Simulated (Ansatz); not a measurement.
Abridged output of a molecular run in Ansatz:

```
Functional definition: HF
  name "HF"
  cite "Fock, Z. Phys. 61, 126 (1930) doi:10.1007/BF01340294"
  parent pbe
  exchange = exact_x
  correlation = 0
1373 factors; integrals over basis functions are off by at most 7.7e-4 eV
mean field evaluation 1: about -27665.9383 eV, gradient 2.4e1 eV
mean field evaluation 2: about -27666.2773 eV, gradient 2.4e1 eV
mean field evaluation 4: about -27668.4729 eV, gradient 4.3e0 eV
mean field evaluation 8: about -27668.5346 eV, gradient 2.6e-1 eV
mean field -27668.53500183 eV, -1016.7999069108 hartree, gradient 3.3e-6 eV, S^2 0.000000; 0 other end points of the search recorded, 0 dependent functions left out
16 core orbitals not correlated: weight in the atoms' cores, before any rotation towards them, 1.000 or more for the frozen orbitals, at most 0.000 for the correlated occupied ones
reference -27668.53500183 eV, -1016.7999069108 hartree; 12, 12 occupied and 213, 213 virtual orbitals, 1373 factors
second order -16.09331910 eV of doubles, -0.00000000 eV of singles
cycle   1  -16.96303365 eV  change   -8.7e-1 eV  update   1.0e-1
cycle   2  -17.50039462 eV  change   -5.4e-1 eV  update   3.0e-2
cycle   3  -17.58564251 eV  change   -8.5e-2 eV  update   1.3e-2
cycle   4  -17.57804875 eV  change    7.6e-3 eV  update   3.6e-3
cycle   5  -17.57757491 eV  change    4.7e-4 eV  update   1.5e-3
cycle   6  -17.57735687 eV  change    2.2e-4 eV  update   4.6e-4
cycle   7  -17.57727235 eV  change    8.5e-5 eV  update   1.6e-4
cycle   8  -17.57733085 eV  change   -5.8e-5 eV  update   5.6e-5
cycle   9  -17.57733896 eV  change   -8.1e-6 eV  update   1.8e-5
perturbative correction -0.80527614 eV, -0.0295933522 hartree
Total energy: -27686.91761693 eV, -1017.4754555555 hartree
```

Its atoms:

Z-matrix (Å, degrees):
```
Si
C 1 1.861
H 1 1.487 2 111.1
H 1 1.490 2 109.7 3 120.3
H 1 1.485 2 108.7 3 -120.1
Si 2 1.842 1 121.4 3 141.9
S 2 1.879 1 113.3 3 64.1
H 2 1.089 1 116.4 3 -67.3
H 6 1.478 2 119.1 1 2.6
H 6 1.478 2 118.8 1 148.6
```

Task: Which basis set was used?
A. def2-SVPD
B. def2-SVP
C. cc-pV(D+d)Z
D. def2-TZVPP

Result: D. It gives 241 functions.

Task: Write the keys of the input that set method, charge and spin (a neutral closed shell needs none for the last two).

Result: 
```yaml
correlation: {method: ccsd_t}
```
